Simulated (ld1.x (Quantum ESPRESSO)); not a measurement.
## Configuration tests for nitrogen (TM)

nitrogen, norm-conserving Troullier–Martins (Kleinman–Bylander form), made with ld1.x (Quantum ESPRESSO) 7.5 (PBEsol, scalar-relativistic). Core [He], reference 2s2 2p3. Waves: 2p (bound): rc 2.30 bohr; 2s (bound): rc 0.85 bohr. Local part: the s channel. Core correction: a·sin(br)/r model core inside 0.70 bohr.

Energies are relative to the spin-unpolarised reference configuration 2s2 2p3; without spin polarisation the order of configurations can differ from experiment. The frozen-core shift is the all-electron ΔE with the core orbitals held at their reference shape minus the fully relaxed ΔE.

| valence configuration | charge | ΔE all-electron (eV) | error AE − PS (meV) | frozen-core shift (meV) |
| --- | --- | --- | --- | --- |
| 2s2 2p2 | +1 | 13.521 | +71 | +0.2 |
| 2s2 2p1 | +2 | 42.258 | +626 | +2.3 |
| 2s2 2p0 | +3 | 89.143 | +2457 | +13 |
| 2s2 2p2.5 | +0.5 | 5.063 | +10 | 0.0 |
| 2s1 2p3 | +1 | 25.236 | -118 | +0.6 |
| 2s2 2p3.3 | -0.3 | -1.604 | +1.1 | 0.0 |

Problem. What are ΔE and the potential's error for 2s1 2p0?

Solution. ΔE = 166.660 eV all-electron; the error (AE − PS) is +3940 meV.
